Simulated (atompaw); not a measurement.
**Ho (Z = 67): PAW (atompaw) pseudisation with PBE, scalar-relativistic reference atom.**

- Element: Ho
- Generator: atompaw 4.2.0.5
- Type: PAW
- Functional: PBE
- Relativity: scalar-relativistic
- Frozen core: [Kr] 4d10 4f10
- Valence charge: 11
- Reference configuration: 5s2 5p6 5d1 6s2 6p0
- Partial waves: 5s (bound): rc 1.55 bohr; 6s (bound): rc 2.15 bohr; 5p (bound): rc 1.60 bohr; 6p (bound, empty): rc 3.00 bohr; 5d (bound): rc 3.00 bohr; 5d channel at 0.2 Ry: rc 3.00 bohr; 5f channel at 0.4 Ry: rc 2.80 bohr
- Local potential: troulliermartins scheme with l = 4 at 0.5 Ry, radius 2.60 bohr
- Core correction: smooth core density matched at 1.75 bohr
- Augmentation charge: sinc compensation charge, radius 2.20 bohr; PAW radius 3.00 bohr; waves and projectors: custom polynom2 7 10 vanderbiltortho

Poles of the logarithmic derivatives, all-electron (AE) and pseudo (PS). s: poles at -4.0, 1.8 (AE) and -4.0, 1.8 (PS) Ry. p: poles at -2.1, 3.1 (AE) and -2.1, 3.0 (PS) Ry. d: poles at 0.4 (AE) and 0.4 (PS) Ry. f: poles at -0.7, 3.2 (AE) and 1.1 (PS) Ry. Test radius 3.01 bohr.

- Cutoffs needed: 21 Ry and 35 Ry (the cutoffs (Ry, on a coarse ladder) from which the occupation-weighted sum of valence levels, in a spherical-Bessel basis at the reference potential, stays within 10 and 1 mRy of its value at 400 Ry)
- Ghost test: no extra level below or beside the all-electron valence levels (s, p, d, f tested) (spherical-Bessel basis up to 400 Ry, 20 bohr box)
- Lowest eigenvalue of the overlap operator: 0.44 (p channel)
- Overlap eigenvalues printed by atompaw (projector basis): 0.249, 0.462, 0.468, 41.7, 308, 1.51e+03, 1.01e+04
- Share of each valence orbital outside the PAW sphere: 5s 0 %, 6s 71 %, 5p 1 %, 6p 92 %, 5d 37 %
